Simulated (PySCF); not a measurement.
Ga(F)(Et)(OH) (C2H6FGaO), SMILES [CH2](C)[Ga]([F])[OH].

Geometry optimised at PBE0-D3(BJ)/def2-SVP. The structure was generated by enumeration; whether it is a known compound was not checked. The values are those of a single conformer.

Two levels are set side by side: TDA-PBE/def2-SVPD (PySCF) and TDA-M06-2X/def2-SVPD (PySCF). Vertical, same geometry. The lowest singlet is HOMO→LUMO 89 % with PBE and HOMO→LUMO+1 94 % with the other functional; states are paired by order. Differences are taken from unrounded values.

```csv
quantity,TDA-M06-2X,TDA-PBE,TDA-PBE minus TDA-M06-2X
lowest singlet excitation (eV),6.68,5.94,-0.75
lowest triplet excitation (TDA) (eV),6.05,5.25,-0.80
first bright state (f over 0.05) (eV),6.81,5.94,-0.88
its oscillator strength,0.14,0.12,-0.03
```

Functionals without exact exchange tend to place singlet excitations lower, as here. Differences between two approximate levels are no errors against the true value.

Rough cost on one machine, each run with all the roots and properties that it gave: TDA-M06-2X against TDA-PBE about 9 times.
